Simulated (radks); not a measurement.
Results of a calculation; reference values are marked as such.
Coulomb parameter of the 5d shell of the lutetium ion Lu+ in the model configuration [Xe] 4f14 5d0.5 6s1.5, as a second difference U = [E(n + 0.25) + E(n - 0.25) - 2 E(n)] / (0.25)^2 with all orbitals relaxed. "Bare": the charge of the atom changes with n. "Screened": the 6s shell takes up the change at fixed total charge, which measures U(5d,5d) + U(6s,6s) - 2 U(5d,6s). Code: a radial shooting solver on a logarithmic mesh with Libxc functionals. Model: scalar-relativistic Kohn-Sham, r2SCAN, spin-unpolarised, spherical densities, finite nucleus; meta-GGA in the generalised Kohn-Sham scheme; Fermi nuclear charge, rms radius 5.37 fm.

\begin{tabular}{lrr}
case & configuration & E - E(n) (eV) \\ \hline
start & [Xe] 4f14 5d0.5 6s1.5 & 0.000 \\
bare +0.25 & [Xe] 4f14 5d0.75 6s1.5 & -1.825 \\
bare -0.25 & [Xe] 4f14 5d0.25 6s1.5 & 2.337 \\
screened +0.25 & [Xe] 4f14 5d0.75 6s1.25 & 0.590 \\
screened -0.25 & [Xe] 4f14 5d0.25 6s1.75 & -0.572 \\
\end{tabular}

U(bare) = 8.200 eV, U(screened by 6s) = 0.295 eV, against the Slater integral F0(5d,5d) = 10.293 eV with frozen orbitals.
